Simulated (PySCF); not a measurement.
A mixed set of molecules.

All values: CAM-B3LYP/def2-SVPD (PySCF) at PBE0-D3(BJ)/def2-SVP geometries, gas phase, one conformer each. Core orbitals are frozen in the response; Δα² is half the sum of the squared differences of the principal polarisabilities.

Question: Rank by mean static polarisability, lowest first.
A. `C[C@@H]1CO1`
B. `s1[c]([AlH2-][N+]#CC)ccc1`
C. `CP(C)(=O)O`
D. `CC[P@H](=O)c1ccncc1`
E. `C=CC/C=C\OCC`

Answer: A (5.94 Å³), C (8.22 Å³), E (14.27 Å³), D (16.54 Å³), B (18.27 Å³).

Question: Rank by HOMO–LUMO gap, lowest first.
A. `CC#[N+][AlH2-][c]1cccs1`
B. `CC[P@H](=O)c1ccncc1`
C. `C=CC/C=C\OCC`
D. `CP(C)(=O)O`
E. `C[C@@H]1CO1`

Answer: A (7.63 eV), B (8.59 eV), C (8.90 eV), D (10.27 eV), E (10.84 eV).

Question: Rank by polarisability anisotropy Δα, lowest first.
A. `[CH3:1][C:2]#[N+:3][AlH2-:4][c:5]1[cH:6][cH:7][cH:8][s:9]1` with N3–Al4–C5–C6 101°
B. `[CH3:1][P:2]([CH3:3])(=[O:4])[OH:5]` with C1–P2–O5–H -128°
C. `[CH3:1][CH2:2][P@H:3](=[O:4])[c:5]1[cH:6][cH:7][n:8][cH:9][cH:10]1` with C1–C2–P3–O4 54°, C2–P3–C5–C6 124°
D. propylene oxide, `C[C@@H]1CO1`
E. `[CH2:1]=[CH:2][CH2:3]/[CH:4]=[CH:5]\[O:6][CH2:7][CH3:8]` with C1–C2–C3–C4 118°, C2–C3–C4–C5 115°, C4–C5–O6–C7 -174°, C5–O6–C7–C8 -177°

Answer: B (0.76 Å³), D (1.36 Å³), A (3.97 Å³), C (6.13 Å³), E (8.70 Å³).

All values together:

| SMILES | formula | μ (D) | HOMO (eV) | LUMO (eV) | α (Å³) | Δα (Å³) | electrons | α per electron (Å³) | ΔSCF removal energy (eV) |
| --- | --- | --- | --- | --- | --- | --- | --- | --- | --- |
| CC[P@H](=O)c1ccncc1 | C7H10NOP | 3.84 | -9.10 | -0.52 | 16.54 | 6.13 | 82 | 0.202 | – |
| CP(C)(=O)O | C2H7O2P | 3.12 | -9.35 | 0.92 | 8.22 | 0.76 | 50 | 0.164 | – |
| C[C@@H]1CO1 | C3H6O | 2.04 | -9.35 | 1.49 | 5.94 | 1.36 | 32 | 0.186 | 10.42 |
| CC#[N+][AlH2-][c]1cccs1 | C6H8AlNS | 8.30 | -7.48 | 0.15 | 18.27 | 3.97 | 80 | 0.228 | 8.07 |
| C=CC/C=C\OCC | C7H12O | 1.98 | -7.61 | 1.29 | 14.27 | 8.70 | 62 | 0.230 | 8.30 |

Conformers: `[CH3:1][CH2:2][P@H:3](=[O:4])[c:5]1[cH:6][cH:7][n:8][cH:9][cH:10]1` with C1–C2–P3–O4 54°, C2–P3–C5–C6 124°; `[CH3:1][P:2]([CH3:3])(=[O:4])[OH:5]` with C1–P2–O5–H -128°; `[CH3:1][C:2]#[N+:3][AlH2-:4][c:5]1[cH:6][cH:7][cH:8][s:9]1` with N3–Al4–C5–C6 101°; `[CH2:1]=[CH:2][CH2:3]/[CH:4]=[CH:5]\[O:6][CH2:7][CH3:8]` with C1–C2–C3–C4 118°, C2–C3–C4–C5 115°, C4–C5–O6–C7 -174°, C5–O6–C7–C8 -177°.

A dash marks a removal energy that wasn't run or isn't settled.
